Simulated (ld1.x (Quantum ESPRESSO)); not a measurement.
## Which change was made? (Cd, TM)

```
Element                 : Cd
Generator               : ld1.x (Quantum ESPRESSO) 7.5
Type                    : norm-conserving Troullier–Martins (Kleinman–Bylander form)
Functional              : LDA (PZ)
Relativity              : fully relativistic
Frozen core             : [Ar] 3d10
Valence charge          : 20
Reference configuration : 4s2 4p6 4d10 5s1.5 5p0 (charge +0.5)
Partial waves           : 4p (bound): rc 1.60 bohr; 4d (bound): rc 1.90 bohr; 4s (bound): rc 1.35 bohr
Local potential         : the s channel
Core correction         : none
```

Open shells are filled in proportion to 2j + 1 (rel_dist='average').

Occupied shells without a wave of their own: 5s. They enter only through the test configuration that unscreens the potential.

Cutoffs, loose and tight: the cutoffs (Ry, on a coarse ladder) from which the occupation-weighted sum of valence levels, in a spherical-Bessel basis at the reference potential, stays within 10 and 1 mRy of its value at 400 Ry. They do not see the model core or the augmentation charge, which bear on the density cutoff. Test errors are all-electron minus pseudo excitation energies from the reference, over the configurations 4s2 4p6 4d10 5s2 5p0; 4s2 4p6 4d10 5s1 5p0; 4s2 4p6 4d10 5s0 5p0; 4s2 4p6 4d8 5s0 5p0; 4s2 4p6 4d10 5s0 5p2; 4s2 4p6 4d9 5s2 5p1; 4s2 4p6 4d9 5s0 5p0; variants that change the core or the reference have their own tests.

The base gives: outcome: generated, misses its reference levels by 1.61 eV; bound ghosts: none; largest test error (meV): -5919.

After one change the result is: outcome: generated, misses its reference levels by 1.57 eV; bound ghosts: none; largest test error (meV): -5876. Which change was it?
A. reference 4s2 4p6 4d10 5s1 5p1
B. type RRKJ; local potential the p channel; rho0 0.005
C. local potential the d channel
D. wave 4s (bound): rc 1.35 bohr becomes 4s (bound): rc 1.10 bohr

A. The others give: type RRKJ; local potential the p channel; rho0 0.005 → outcome: generated, misses its reference levels by 3.99 eV; bound ghosts: not determined; largest test error (meV): -1309 | local potential the d channel → outcome: generated, misses its reference levels by 0.83 eV; cutoff, loose: 90 Ry; cutoff, tight: 120 Ry; bound ghosts: none; largest test error (meV): -3777 | wave 4s (bound): rc 1.35 bohr becomes 4s (bound): rc 1.10 bohr → outcome: generated, misses its reference levels by 0.37 eV; bound ghosts: none; largest test error (meV): -1396.
